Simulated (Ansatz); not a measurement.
Consider the substitution at a C–C bond: `CC(C)C` + `CN[SiH2]N` → `CN[SiH2]NC` + `CCC`.

Program: Ansatz. Geometries: PBE0-D4/def2-TZVP. ΔE: electronic, gas phase. CBS: MP2 limit from def2 TZ/QZ plus the TZ coupled-cluster correction, frozen cores. Functionals use def2-TZVPP. B3LYP here is the variant with VWN-RPA as its local correlation; programs differ in this. Each species was taken in one conformer, which may not be the lowest.

```json
{"level": "PBE0-D4", "ΔE (kJ/mol)": "41.1", "difference from CCSD(T)/CBS": "-5.9"}
{"level": "B3LYP-D4", "ΔE (kJ/mol)": "38.3", "difference from CCSD(T)/CBS": "-8.7"}
{"level": "ωB97X-V", "ΔE (kJ/mol)": "41.8", "difference from CCSD(T)/CBS": "-5.2"}
{"level": "B2PLYP", "ΔE (kJ/mol)": "41.7", "difference from CCSD(T)/CBS": "-5.3"}
{"level": "PBE", "ΔE (kJ/mol)": "38.8", "difference from CCSD(T)/CBS": "-8.2"}
{"level": "PBE0", "ΔE (kJ/mol)": "40.8", "difference from CCSD(T)/CBS": "-6.2"}
{"level": "B3LYP", "ΔE (kJ/mol)": "37.4", "difference from CCSD(T)/CBS": "-9.6"}
{"level": "HF/def2-TZVPP", "ΔE (kJ/mol)": "38.0", "difference from CCSD(T)/CBS": "-9.0"}
{"level": "MP2/def2-QZVPP", "ΔE (kJ/mol)": "50.2", "difference from CCSD(T)/CBS": "3.2"}
{"level": "CCSD/CBS(def2)", "ΔE (kJ/mol)": "46.3", "difference from CCSD(T)/CBS": "-0.7"}
{"level": "CCSD(T)/CBS", "ΔE (kJ/mol)": "47.0", "difference from CCSD(T)/CBS": "0"}
```

Largest T1 diagnostic among the species: 0.010.

In def2-TZVPP, CCSD(T) changes the Hartree–Fock value by +7.5 kJ/mol (the triples alone add +0.8 kJ/mol) and MP2 by +11.3 kJ/mol.
